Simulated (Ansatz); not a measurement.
ScBr3⁺. Total charge 1; doublet. Geometry PBE0-D4/def2-SVP, that of the neutral singlet; atoms count from 1.

```xyz
4

Sc   -0.001    0.001   -0.001
Br   -1.538   -0.119    1.856
Br    1.456    1.910   -0.240
Br    0.083   -1.791   -1.615
```

(1) Estimate the Mulliken populations from the PBE0/def2-TZVP orbitals of Ansatz.

(2) Where does the spin sit?

(3) And the Mayer bond orders between bonded heavy atoms (over 0.3)?

Results:

(1) 
```
atom  charge (e)  spin (α − β)  d electrons
 Sc1        1.15         -0.16         1.25
 Br2       -0.05          0.39            –
 Br3       -0.05          0.39            –
 Br4       -0.05          0.39            –
```
Mulliken values and Mayer orders depend strongly on the basis.

(2) Summed by element: Sc -0.16, Br 1.16, of 1 unpaired in all. Largest on single atoms: Br4 0.39, Br3 0.39, Br2 0.39.

(3) Sc1–Br2 1.06 (2.41 Å); Sc1–Br3 1.06 (2.41 Å); Sc1–Br4 1.06 (2.41 Å).
